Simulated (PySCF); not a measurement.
Compound: C5H10NS (doublet state).
Numbering: `[NH2:1][C:2]1[CH2:3][CH:4]([CH2:5][SH:6])[CH2:7]1` (hydrogens: H8, H9 on N1; H10, H11 on C3; H12 on C4; H13, H14 on C5; H15 on S6; H16, H17 on C7)

Geometry (GFN2-xTB, Å), atoms numbered from 1 in this order:
```
atom  x, y, z in Å
N1    -2.7030    0.2663   -0.1898
C2    -1.3730   -0.0466    0.1098
C3    -0.2541    0.9593    0.0832
C4     0.5988   -0.0855   -0.6697
C5     1.8483   -0.5575    0.0428
S6     3.2158    0.6510   -0.0760
C7    -0.5791   -1.0861   -0.6324
H8    -3.3130   -0.5395   -0.2046
H9    -3.0777    1.0228    0.3659
H10    0.1359    1.2352    1.0675
H11   -0.4586    1.8783   -0.4731
H12    0.8522    0.2294   -1.6830
H13    1.6559   -0.7487    1.0991
H14    2.2404   -1.4640   -0.4193
H15    2.5460    1.6682    0.4597
H16   -0.3711   -1.9994   -0.0689
H17   -0.9707   -1.3712   -1.6128
```

The hyperfine couplings belong to this conformer and change with its torsions.

Computed, not measured: UKS B3LYP, pcH-1 on C H N S, non-relativistic, mean-field spin-orbit, GIAO (PySCF 2.14.0). Geometry: GFN2-xTB, one conformer, isolated molecule. Couplings are sensitive to structure, and on GFN2-xTB geometries they can be far from those on DFT ones. No stability test was run, so a lower SCF solution isn't excluded.

Q: The isotropic 13C couplings, averaged over equivalent nuclei, are +168.2, +11.6, -6.9, +2.8 MHz. Assign them to C2; C3/C7; C4; C5.

A: 
```
 site  a_iso (MHz)  ρ(0) (bohr⁻³)                 position  distance from C2 (Å)  spin population  largest |T| (MHz)
   C2       +168.2        +0.1496  largest spin population                  0.00            +0.79              138.4
C3/C7         -6.9        -0.0062           1 bond from C2                  1.50            -0.05                5.2
   C4        +11.6        +0.0103          2 bonds from C2                  2.12            +0.01                4.1
   C5         +2.8        +0.0025          3 bonds from C2                  3.26             0.00                1.3
```

ρ(0) is the spin density at the nucleus and T the dipolar tensor; a_iso includes a spin–orbit part; entries for several nuclei are means. The Mulliken spin populations are largest on C2 (+0.79) and N1 (+0.15). The angles at C2 add up to 340.5°, so it is pyramidal.

Nuclei that the bonding pattern makes equivalent are averaged, as if the motion that swaps them (rotation, inversion, ring flip) were fast.

The run took 50 s (with the writing of density and orbital grids) on one thread, Intel Xeon 6975P-C (x86_64), no GPU (shared host), and the process peaked at 1.1 GiB of memory.
